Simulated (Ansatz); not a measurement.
CH5NSSn (`N=C[S][SnH3]`), relaxed with RKS PBE-D4/def2-SVP in Ansatz 0.2.0 from a rough embedded geometry. The force threshold is 0.03 eV/Å; the program also tests the step.

Total charge 0; spin multiplicity 1. Sn: def2 effective core potential.

Start:

```xyz
9

N    -1.603   -1.352   -0.508
C    -0.659   -0.812   -1.149
S     0.986   -1.023   -0.530
Sn    0.943    0.924    0.739
H    -1.533   -1.877    0.348
H    -0.831   -0.247   -2.075
H     2.441    1.190    1.607
H    -0.393    0.828    1.897
H     0.650    2.369   -0.329
```

| step | energy (eV) | largest force (eV/Å) | largest move (Å) |
| --- | --- | --- | --- |
| 1 | -19260.6958 | 2.918 | 0.000 |
| 2 | -19261.0700 | 1.580 | 0.192 |
| 3 | -19261.0836 | 0.660 | 0.200 |
| 4 | -19261.1412 | 1.910 | 0.166 |
| 5 (rejected) | -19261.0510 | 1.910 | 0.200 |
| 6 | -19261.2255 | 0.317 | 0.097 |
| 7 | -19261.2382 | 0.080 | 0.100 |
| 8 | -19261.2414 | 0.075 | 0.048 |
| 9 | -19261.2467 | 0.461 | 0.156 |
| 10 | -19261.2572 | 0.547 | 0.082 |
| 11 | -19261.2763 | 0.709 | 0.196 |
| 12 | -19261.2922 | 0.739 | 0.198 |
| 13 | -19261.3014 | 1.150 | 0.195 |
| 14 | -19261.3494 | 0.400 | 0.200 |
| 15 (rejected) | -19261.3439 | 0.671 | 0.174 |
| 16 | -19261.3570 | 0.116 | 0.085 |
| 17 | -19261.3615 | 0.218 | 0.096 |
| 18 | -19261.3642 | 0.211 | 0.105 |
| 19 | -19261.3663 | 0.194 | 0.054 |
| 20 | -19261.3693 | 0.041 | 0.061 |
| 21 | -19261.3697 | 0.039 | 0.030 |
| 22 | -19261.3702 | 0.058 | 0.059 |
| 23 | -19261.3706 | 0.042 | 0.028 |
| 24 | -19261.3713 | 0.041 | 0.078 |
| 25 | -19261.3716 | 0.052 | 0.032 |
| 26 | -19261.3720 | 0.078 | 0.054 |
| 27 | -19261.3722 | 0.075 | 0.032 |
| 28 | -19261.3727 | 0.046 | 0.009 |
| 29 | -19261.3730 | 0.024 | 0.013 |

End:

```xyz
9

N    -1.546   -1.820   -1.382
C    -0.858   -0.893   -0.843
S     0.196   -1.072    0.605
Sn    1.008    1.233    0.910
H    -1.445   -2.720   -0.877
H    -0.877    0.126   -1.288
H     2.723    1.165    1.063
H     0.285    1.903    2.325
H     0.514    2.077   -0.513
```

Run time 25 s (4 threads of an Arm Neoverse V2 on a shared host); peak host memory 0.16 GiB.
